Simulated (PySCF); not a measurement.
Si(H)(F)(OMe)(NH2) (CH₆FNOSi), SMILES CO[SiH](N)F. Atoms are numbered in the order given.

```xyz
11

Si     0.3831    -0.4133     0.2484
N      1.9027     0.2823     0.5519
F      0.1853    -0.9850    -1.2711
O     -0.7363     0.7872     0.4165
C     -2.0464     0.7781    -0.1091
H      0.1867    -1.5864     1.1292
H      2.7071    -0.2691     0.8268
H      2.1534     1.2036     0.2100
H     -2.4331     1.8091    -0.1100
H     -2.7233     0.1599     0.5088
H     -2.0718     0.3926    -1.1431
```

Geometry optimised at B3LYP-D3(BJ)/def2-SVP. The structure was generated by enumeration, and PubChem lists no compound with its InChIKey, so it may never have been made. One conformer was computed; it need not be the lowest.

These are TDDFT-B3LYP/def2-SVPD (PySCF) values and carry that method's errors.

Vertical excitations. Isolated molecule, no solvent.

| state | energy (eV) | λ (nm) | f | main pairs |
|---|---|---|---|---|
| S1 | 6.90 | 180 | 0.045 | HOMO→LUMO 96 % |
| S2 | 7.51 | 165 | 0.002 | HOMO→LUMO+1 76 % |
| S3 | 7.69 | 161 | 0.006 | HOMO−1→LUMO 70 %, HOMO−1→LUMO+1 19 % |
| S4 | 7.81 | 159 | 0.030 | HOMO−1→LUMO+1 70 %, HOMO−1→LUMO 23 % |
| S5 | 8.04 | 154 | 0.055 | HOMO→LUMO+2 75 % |
| S6 | 8.18 | 152 | 0.004 | HOMO→LUMO+4 68 %, HOMO→LUMO+3 19 % |
| S7 | 8.24 | 150 | 0.008 | HOMO−2→LUMO 67 %, HOMO−2→LUMO+1 21 % |
| S8 | 8.32 | 149 | 0.032 | HOMO−1→LUMO+2 82 % |
| S9 | 8.38 | 148 | 0.003 | HOMO−2→LUMO+1 66 %, HOMO−2→LUMO 16 % |
| S10 | 8.50 | 146 | 0.045 | HOMO→LUMO+3 56 %, HOMO→LUMO+4 21 % |
| T1 | 6.50 | 191 | 0 | HOMO→LUMO 92 % |
| T2 | 7.40 | 168 | 0 | HOMO→LUMO+1 40 %, HOMO−1→LUMO+1 23 %, HOMO−1→LUMO 16 %, HOMO→LUMO+2 11 % |
| T3 | 7.52 | 165 | 0 | HOMO→LUMO+2 65 %, HOMO−1→LUMO 13 % |
| T4 | 7.56 | 164 | 0 | HOMO→LUMO+1 44 %, HOMO−1→LUMO 17 %, HOMO→LUMO+2 13 %, HOMO−1→LUMO+1 9 % |
Triplets are in the Tamm–Dancoff approximation, which puts them higher than full response would, so one can lie above its singlet here.
